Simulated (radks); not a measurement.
Problem. Valence configurations of Ar3+ (all share [Ne]). Calculated with a radial shooting solver on a logarithmic mesh with Libxc functionals: Dirac Kohn-Sham, PBEsol, spin-unpolarised, spherical densities, finite nucleus; open shells are shared between the two j in proportion to 2j + 1; Fermi nuclear charge, rms radius 3.4274 fm. Order these by energy: 3s2 3p3; 3s0.5 3p4.5; 3s1 3p4; 3p5; 3s1.5 3p3.5.

Solution. From the lowest, in eV above it: 3s2 3p3 0.000; 3s1.5 3p3.5 7.802; 3s1 3p4 15.613; 3s0.5 3p4.5 23.433; 3p5 31.262. NIST lists [Ne] 3s2 3p3 as the ground configuration; this level of theory agrees among the configurations tried. The energies are those of spherical spin-averaged densities, not of single terms.
